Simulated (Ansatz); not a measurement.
C3H5BF2 (`FB(F)C1CC1`) at its PBE0-D4/def2-TZVP geometry, where that method's forces vanish. Charge 0, multiplicity 1.

```xyz
11

F    -0.9370    0.0536    2.0303
B     0.2729    0.3082    1.5473
F     1.1849    0.6844    2.4294
C     0.5795    0.1683    0.0534
C    -0.5182    0.4886   -0.9481
C    -0.1314   -0.9201   -0.7351
H     1.5888    0.3963   -0.2682
H    -1.4695    0.8234   -0.5541
H    -0.2069    0.9775   -1.8621
H     0.4512   -1.4177   -1.4995
H    -0.8143   -1.5623   -0.1933
```

What forces (eV/Å) does B3LYP-D4/def2-TZVPP give on these atoms in the Gaussian-basis code of Ansatz? (Estimate.)

Ansatz gave: 
```
F1  -0.206 -0.042  0.085
B2   0.074 -0.010 -0.182
F3   0.161  0.068  0.155
C4   0.248  0.098  0.197
C5  -0.191  0.212 -0.182
C6  -0.046 -0.319 -0.100
H7  -0.061 -0.013  0.026
H8   0.061 -0.009 -0.048
H9  -0.041 -0.022  0.054
H10 -0.050  0.013  0.048
H11  0.051  0.024 -0.053
```

B3LYP here is the variant with VWN-RPA as its local correlation; programs differ in this.
